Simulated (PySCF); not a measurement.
# Unknown compound

An unknown has the formula C$_{5}$H$_{9}$ClOSi. Its calculated NMR data are:

¹H NMR (400 MHz, computed): δ 5.83 (m, 1H), 5.75 (m, 1H), 5.73 (m, 1H), 4.60 (t, 2H), 3.41 (d, 2H), 3.18 (t, 2H).

¹³C{¹H} NMR (computed): δ 241.2, 138.7, 131.3, 61.7, 28.3.

PySCF 2.14 calculation with shieldings: GIAO PBE0/pcSseg-1 and GFN2-xTB geometry; one computed conformer, non-relativistic, in vacuum, averaged over atoms made equivalent by symmetry, fast rotation or ring inversion.

Chemical shifts δ = σref − σ; ¹H and ¹³C against TMS, all at this level.

Q: Choose the structure that fits.
A. C=CCC(=O)[SiH2]CCl
B. CC/C(=C/[SiH3])C(=O)Cl
C. O=C=C(CCl)CC[SiH3]
D. CO[SiH2]/C=C/C=C\Cl

A: A. 

Rings plus π bonds: 2 (no ring in the answer). 5 carbon signals for 5 carbons: no two carbons are equivalent. Carbon types of the structure: 1 × C, 1 × CH, 3 × CH2, leaving 2 H on heteroatoms. δC 241.2: carbonyl carbon. δC 138.7: alkene CH; the olefinic region. δC 131.3: terminal =CH2 carbon; as expected for a trigonal carbon in a double bond. δC 61.7: sp3 CH2 α to a carbonyl. δH 5.83: hydrogen on an alkene CH; attached to an sp2 carbon and in the plane of the double bond.

The others: O=C=C(CCl)CC[SiH3] would give 4 signals for carbon-bound and other non-exchanging H, not 6; CO[SiH2]/C=C/C=C\Cl has carbons computed at 147.4, 141.5, 139.7, 133.2, 54.1, with a different DEPT pattern; CC/C(=C/[SiH3])C(=O)Cl would give 4 signals for carbon-bound and other non-exchanging H, not 6.

Carbons that carry Cl, above all several Cl atoms, come out too deshielded, partly because spin–orbit coupling is missing. Shifts are as computed. Against solution values, carbons near 30 ppm lie about +3 ppm off and those near 130 ppm about +5 ppm; carbons on Cl a further +6 ppm. Of 1211 compounds with measured shifts, 218 miss one by over three times the rms of a fit or turn the order of signals round; such compounds aren't used in these exercises. Multiplicities follow the n + 1 count of equivalent neighbours, as no J values were calculated; m marks all less simple cases, F and P coupling included.
